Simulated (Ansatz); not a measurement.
A run for Ansatz (a first-principles code): U-CCSD(T)/def2-TZVPP on I2, a point of a bond scan (R = 3.638 Å). Elements past Kr take the def2 small-core potentials; no spin–orbit coupling. The run froze 18 orbitals, filled d shells among them.

Ansatz 0.2 input:
```yaml
crystal:
  periodic: [false, false, false]
  atoms:
    - {symbol: I, position_ang: [-0.00000000, -0.00000000, -1.34740410]}
    - {symbol: I, position_ang: [0.00000000, 0.00000000, 2.29058697]}
basis:
  gaussian:
    orbitals: def2-TZVPP
correlation: {method: ccsd_t, electrons: outside_noble_gas}
scf: {omitted_lower_state_checks: [cluster_reference]}
magnetization: {spin_polarized: true, initial_magnetization: 0}
```

Program output:

```
WARN ansatz: RAYON_NUM_THREADS=1 ignored (pool sized by the plan → 1); use --threads N
Functional definition: HF
these checks for a lower state are left out or cut short: cluster_reference
integrals: 0.20 GiB planned
960 factors; integrals over basis functions are off by at most 1.6e-4 eV
mean field: 0.49 GiB planned
mean field evaluation 1: about -16143.1961 eV, gradient 5.4e0 eV
mean field evaluation 2: about -16143.2115 eV, gradient 5.5e0 eV
mean field evaluation 4: about -16143.4381 eV, gradient 1.3e0 eV
mean field evaluation 8: about -16143.4440 eV, gradient 4.3e-3 eV
mean field evaluation 16: about -16143.5019 eV, gradient 5.1e-1 eV
mean field evaluation 32: about -16144.9811 eV, gradient 1.8e-6 eV
mean field evaluation 64: about -16144.9808 eV, gradient 9.1e-2 eV
mean field evaluation 96: about -16143.2832 eV, gradient 9.6e-3 eV
mean field evaluation 128: about -16144.9626 eV, gradient 1.2e0 eV
mean field evaluation 160: about -16144.9081 eV, gradient 1.2e0 eV
mean field evaluation 192: about -16144.9789 eV, gradient 6.8e-2 eV
mean field evaluation 224: about -16144.9752 eV, gradient 3.1e-1 eV
mean field evaluation 256: about -16144.9108 eV, gradient 3.2e-1 eV
mean field evaluation 288: about -16144.8886 eV, gradient 6.8e-1 eV
mean field evaluation 320: about -16144.6349 eV, gradient 8.8e-6 eV
mean field evaluation 352: about -16144.6349 eV, gradient 4.6e-4 eV
mean field evaluation 384: about -16144.8821 eV, gradient 1.3e-1 eV
mean field -16144.98107678 eV, -593.3171111105 hartree, gradient 5.0e-10 eV, S^2 0.922644; 24 other end points of the search recorded, 0 dependent functions left out
18 core orbitals not correlated
reference -16144.98107678 eV, -593.3171111105 hartree; 7, 7 occupied and 75, 75 virtual orbitals, 960 factors
second order -6.34658082 eV of doubles, -0.00000000 eV of singles
coupled cluster: 0.44 GiB planned
cycle   1  -7.08558982 eV  change   -7.4e-1 eV  update   6.5e-2
cycle   2  -7.32342192 eV  change   -2.4e-1 eV  update   2.5e-2
cycle   3  -7.34307302 eV  change   -2.0e-2 eV  update   1.5e-2
cycle   4  -7.34964087 eV  change   -6.6e-3 eV  update   1.2e-2
cycle   5  -7.36285724 eV  change   -1.3e-2 eV  update   8.2e-3
cycle   6  -7.36999200 eV  change   -7.1e-3 eV  update   3.5e-3
cycle   7  -7.37224093 eV  change   -2.2e-3 eV  update   1.6e-3
cycle   8  -7.37245383 eV  change   -2.1e-4 eV  update   5.3e-4
cycle   9  -7.37241308 eV  change    4.1e-5 eV  update   1.8e-4
cycle  10  -7.37247621 eV  change   -6.3e-5 eV  update   9.9e-5
cycle  11  -7.37250665 eV  change   -3.0e-5 eV  update   5.8e-5
cycle  12  -7.37247749 eV  change    2.9e-5 eV  update   2.6e-5
cycle  13  -7.37247064 eV  change    6.9e-6 eV  update   9.5e-6
coupled cluster: 0.44 GiB planned
perturbative correction -0.27430495 eV, -0.0100805210 hartree
WARN: the results are in doubt because among natural orbitals the method converges to other amplitudes
Total energy: -16152.62785238 eV, -593.5981249304 hartree
In doubt: among natural orbitals the method converges to other amplitudes
Checks for a lower state left out: cluster_reference
```

Self-consistency was reached. Its determinant has ⟨S²⟩ = 0.92, a mixture of spin states.

Warnings raised: other amplitudes.

Cost: about 40 core-seconds (a rough figure).
